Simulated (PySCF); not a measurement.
A geometry optimisation, step by step.

Compound: C8H8O.
Numbering: `[O:1]=[CH:2][C:3]1=[CH:4][C@@H:5]2[CH:6]=[CH:7][C@H:8]1[CH2:9]2` (hydrogens: H10 on C2; H11 on C4; H12 on C5; H13 on C6; H14 on C7; H15 on C8; H16, H17 on C9)

Method: PySCF 2.14.0, PBE0-D3(BJ)/def2-SVP geometry optimisation, gas phase; density fitting, grid level 2; the optimiser is geomeTRIC in internal coordinates, started from a GFN2-xTB structure. The frame can shift and turn from step to step; on so coarse a grid that alone can change the energy by a few meV, and forces under 0.02 eV/Å are noise.

Step 0: E = -10451.9715 eV, largest atomic force 0.681 eV/Å
```
atom  x, y, z in Å  |  force x, y, z in eV/Å
O1      3.102    0.703    0.736   -0.001   0.038   0.246
C2      2.444    0.421   -0.236    0.124   0.020  -0.200
C3      1.045    0.051   -0.227    0.033  -0.207   0.384
C4      0.256   -0.259   -1.268    0.091  -0.195   0.078
C5     -1.126   -0.531   -0.720    0.054   0.112   0.155
C6     -1.605    0.812   -0.177   -0.327  -0.291  -0.158
C7     -0.837    1.115    0.858    0.121  -0.158   0.400
C8      0.167   -0.015    1.020   -0.001   0.048  -0.232
C9     -0.731   -1.197    0.614    0.060   0.087  -0.060
H10     2.893    0.422   -1.251    0.212   0.021  -0.310
H11     0.509   -0.279   -2.311    0.248   0.028  -0.622
H12    -1.811   -1.056   -1.379   -0.250  -0.192  -0.248
H13    -2.401    1.376   -0.623   -0.460   0.443  -0.237
H14    -0.849    1.991    1.476   -0.056   0.598   0.320
H15     0.702   -0.063    1.962    0.234  -0.010   0.324
H16    -0.188   -2.133    0.486    0.238  -0.325  -0.064
H17    -1.577   -1.347    1.283   -0.320  -0.018   0.223
```

Step 1: E = -10452.0346 eV, largest atomic force 0.135 eV/Å
```
atom  x, y, z in Å  |  force x, y, z in eV/Å
O1      2.967    0.671    0.395    0.015   0.000  -0.028
C2      2.328    0.357   -0.582   -0.009   0.009   0.063
C3      0.920   -0.022   -0.549    0.022   0.032  -0.072
C4      0.131   -0.332   -1.596    0.020   0.024  -0.063
C5     -1.266   -0.582   -1.038   -0.076  -0.070  -0.087
C6     -1.768    0.756   -0.478   -0.039   0.055  -0.027
C7     -0.987    1.061    0.563   -0.007   0.087   0.027
C8      0.040   -0.064    0.701    0.072  -0.017   0.105
C9     -0.860   -1.254    0.297   -0.034  -0.084   0.046
H10     2.795    0.338   -1.601   -0.007  -0.008   0.009
H11     0.407   -0.351   -2.653   -0.004  -0.001   0.049
H12    -1.959   -1.115   -1.702    0.018   0.005   0.033
H13    -2.575    1.347   -0.917    0.034  -0.022   0.021
H14    -1.010    1.961    1.180    0.003  -0.039  -0.028
H15     0.593   -0.112    1.647   -0.020  -0.008  -0.032
H16    -0.304   -2.195    0.162   -0.006   0.025  -0.005
H17    -1.714   -1.407    0.975    0.017   0.010  -0.010
```

Step 2: E = -10452.0345 eV, largest atomic force 0.137 eV/Å
```
atom  x, y, z in Å  |  force x, y, z in eV/Å
O1      2.979    0.675    0.390   -0.105  -0.021   0.029
C2      2.327    0.359   -0.578    0.085  -0.003  -0.107
C3      0.920   -0.020   -0.551   -0.018   0.017   0.083
C4      0.129   -0.330   -1.596    0.032   0.007  -0.013
C5     -1.269   -0.584   -1.039    0.009  -0.003   0.005
C6     -1.768    0.757   -0.478    0.000   0.012   0.010
C7     -0.986    1.063    0.562   -0.012  -0.008  -0.009
C8      0.040   -0.065    0.701   -0.001  -0.007   0.016
C9     -0.862   -1.256    0.298    0.000  -0.004   0.011
H10     2.790    0.336   -1.598   -0.003  -0.002  -0.021
H11     0.406   -0.350   -2.652    0.004   0.000  -0.002
H12    -1.962   -1.119   -1.700    0.004   0.001   0.005
H13    -2.573    1.348   -0.916    0.001   0.002   0.000
H14    -1.008    1.962    1.178    0.001   0.001  -0.002
H15     0.593   -0.114    1.647   -0.002  -0.002   0.000
H16    -0.305   -2.196    0.162    0.004   0.004  -0.004
H17    -1.714   -1.408    0.976    0.001   0.006  -0.001
```

Step 3: E = -10452.0352 eV, largest atomic force 0.054 eV/Å
```
atom  x, y, z in Å  |  force x, y, z in eV/Å
O1      2.972    0.673    0.393   -0.032  -0.002   0.017
C2      2.327    0.359   -0.580    0.029  -0.009  -0.044
C3      0.920   -0.021   -0.551   -0.022   0.006   0.026
C4      0.129   -0.330   -1.597    0.011   0.002  -0.002
C5     -1.269   -0.584   -1.038    0.010   0.002   0.006
C6     -1.768    0.757   -0.478    0.004   0.004   0.009
C7     -0.986    1.063    0.562   -0.010  -0.014  -0.011
C8      0.041   -0.065    0.702    0.001  -0.005   0.008
C9     -0.862   -1.256    0.298    0.002   0.002   0.003
H10     2.792    0.336   -1.599   -0.001   0.000  -0.008
H11     0.406   -0.350   -2.653    0.003   0.000  -0.005
H12    -1.962   -1.119   -1.700    0.000  -0.001   0.003
H13    -2.573    1.348   -0.915   -0.002   0.004  -0.002
H14    -1.007    1.962    1.178    0.001   0.005   0.000
H15     0.594   -0.114    1.647    0.000  -0.002   0.002
H16    -0.305   -2.196    0.162    0.005   0.002  -0.004
H17    -1.714   -1.408    0.977   -0.001   0.005   0.000
```

Step 4: E = -10452.0354 eV, largest atomic force under 0.02 eV/Å
```
atom  x, y, z in Å  |  force x, y, z in eV/Å
O1      2.969    0.673    0.392    0.001  -0.002   0.001
C2      2.327    0.357   -0.583    0.000   0.007  -0.001
C3      0.919   -0.021   -0.552    0.005   0.003  -0.006
C4      0.129   -0.331   -1.597   -0.004  -0.001   0.002
C5     -1.269   -0.584   -1.037   -0.004  -0.003  -0.007
C6     -1.768    0.757   -0.477    0.002  -0.005   0.001
C7     -0.986    1.063    0.562   -0.002   0.008   0.005
C8      0.042   -0.065    0.702    0.003  -0.001   0.001
C9     -0.861   -1.255    0.299   -0.004  -0.006   0.001
H10     2.793    0.335   -1.602    0.000  -0.004   0.000
H11     0.405   -0.351   -2.653    0.000   0.000   0.003
H12    -1.962   -1.119   -1.698   -0.001  -0.002   0.003
H13    -2.573    1.349   -0.915    0.003   0.000   0.001
H14    -1.006    1.962    1.178    0.001   0.000  -0.001
H15     0.595   -0.114    1.647    0.000   0.000  -0.002
H16    -0.304   -2.195    0.162    0.001   0.002  -0.001
H17    -1.713   -1.407    0.978    0.000   0.001  -0.001
```

**Question.** Summarise the path.

**Answer.** The energy falls by 0.0638 eV from step 0 to step 4; nine tenths of that is first reached at step 1. It never rises by more than 0.2 meV. The largest force goes from 0.681 to under 0.02 eV/Å. Among the bonds C7–H14 changes most (a near tie, within 0.001 Å, with another), from 1.073 to 1.090 Å; the atoms move by 0.029 Å rms after alignment.

The cost below is that of the whole optimisation. The run took 76 s on Intel Xeon Platinum 8488C, one thread, no GPU, on a shared host, and the process peaked at 0.78 GiB of memory.
